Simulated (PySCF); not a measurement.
C4H12O4Si, singlet, at a GFN2-xTB geometry. Base run: PBE0/STO-3G (PySCF).

Input for PySCF:
```python
from pyscf import gto, scf, dft

mol = gto.Mole()
mol.atom = '''
    C     0.011328   -2.168322   -1.643392
    O    -0.159478   -0.793302   -1.408744
    Si    0.000000    0.000000   -0.000000
    O    -0.540591    1.506810   -0.276778
    C    -1.720049    1.887156   -0.939446
    O    -0.805548   -0.883985    1.099538
    C    -0.823357   -0.710385    2.493977
    O     1.505617    0.170477    0.585984
    C     2.532077    0.991551    0.088861
    H    -0.595013   -2.752206   -0.950401
    H     1.058934   -2.451277   -1.520701
    H    -0.303515   -2.366037   -2.668592
    H    -1.693490    2.971033   -1.056736
    H    -2.597436    1.603212   -0.354499
    H    -1.779200    1.409880   -1.917974
    H     0.192878   -0.675928    2.887535
    H    -1.336130    0.216752    2.758697
    H    -1.357888   -1.559236    2.921740
    H     2.874632    0.631313   -0.883497
    H     2.181335    2.018254   -0.019160
    H     3.354894    0.954240    0.803588
'''
mol.basis = 'sto-3g'
mol.charge = 0
mol.spin = 0
mol.verbose = 4
mol.build()

mf = dft.RKS(mol)
mf.xc = 'pbe0'
mf.kernel()
```

The base run was repeated with changes; each row names its change, and settings that it needs were set with it.

```csv
change,ΔE vs base (µEh),grid points,electrons on the grid
base,0.0,249680,81.99999
"grids.atom_grid = (150, 974)",-2.7,1695304,82.00000
grids.radi_method = gauss_chebyshev,-0.4,244232,81.99999
grids.level = 2,2.2,166056,82.00000
grids.radi_method = delley,0.5,268232,81.99999
grids.prune = dft.gen_grid.sg1_prune,-66.7,109000,82.00018
"grids.atom_grid = (99, 590)",-3.4,678584,82.00000
"grids.atom_grid = (50, 194)",-115,138256,82.00010
grids.prune = dft.gen_grid.treutler_prune,-3.7,216520,82.00000
small_rho_cutoff = 0,0.0,249680,81.99999
grids.level = 1,-87.9,77520,82.00011
```
